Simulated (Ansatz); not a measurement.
Geometry optimisation, UKS BHLYP-D4/def2-SVP in Ansatz.

The input (input.yaml):

```yaml
crystal:
  periodic: [false, false, false]
  atoms:
    - { symbol: Ge, position_ang: [0.0, 0.0, 0.0] }
    - { symbol: H, position_ang: [0.0, 0.0, 1.8] }
    - { symbol: H, position_ang: [1.4616, 0.0, -0.5162] }
    - { symbol: H, position_ang: [-0.73, 1.2648, -0.5162] }
    - { symbol: H, position_ang: [-0.73, -1.2648, -0.5162] }
    - { symbol: C, position_ang: [0.0, 0.0, 3.21] }
    - { symbol: H, position_ang: [-0.5653, -0.8805, 3.5805] }
    - { symbol: H, position_ang: [1.0452, -0.0494, 3.5805] }
    - { symbol: H, position_ang: [-0.4798, 0.9298, 3.5805] }
magnetization:
  spin_polarized: true
  initial_magnetization: 1
basis:
  gaussian: { orbitals: def2-SVP }
hamiltonian:
  xc: { name: BHLYP }
  dispersion: d4
relax:
  f_tol: 0.15
  max_steps: 25
  restrain:
    - { distance: [1, 5], at: 2.31, k: 30.0 }
    - { distance: [0, 1], at: 1.55, k: 30.0 }
output:
  orbitals: {}
```

Run as:

```bash
$ ansatz run input.yaml --threads 2 --pin off --max-ram 3072MiB --backend cpu --events-out ev --progress --plain --runs-dir out
```

Q: Where does it end, and by what steps?

A: The run converged. The restraints hold the end off the free minimum. After 4 steps the energy has fallen by 0.127 eV (the restraints' own energy left out); C6 moved furthest, 0.50 Å.

```json
{"step": "0", "energy less start (eV)": "0.0000", "largest force component (eV/Å)": "2.165", "accepted": "yes"}
{"step": "1", "energy less start (eV)": "0.0822", "largest force component (eV/Å)": "0.608", "accepted": "yes"}
{"step": "2", "energy less start (eV)": "-0.0236", "largest force component (eV/Å)": "1.050", "accepted": "yes"}
{"step": "3", "energy less start (eV)": "-0.1256", "largest force component (eV/Å)": "0.285", "accepted": "yes"}
{"step": "4", "energy less start (eV)": "-0.1272", "largest force component (eV/Å)": "0.348", "accepted": "yes"}
```

```xyz
9
Properties=species:S:1:pos:R:3
Ge 0.009 0.001 -0.147
H 0.046 0.005 1.397
H 1.435 0.000 -0.703
H -0.726 1.246 -0.651
H -0.723 -1.249 -0.643
C -0.010 -0.001 3.712
H -0.596 -0.910 3.736
H 1.070 -0.054 3.758
H -0.504 0.961 3.745
```

The run took 12 s on 2 threads of Arm Neoverse V2 (shared host), peak memory 0.15 GiB.
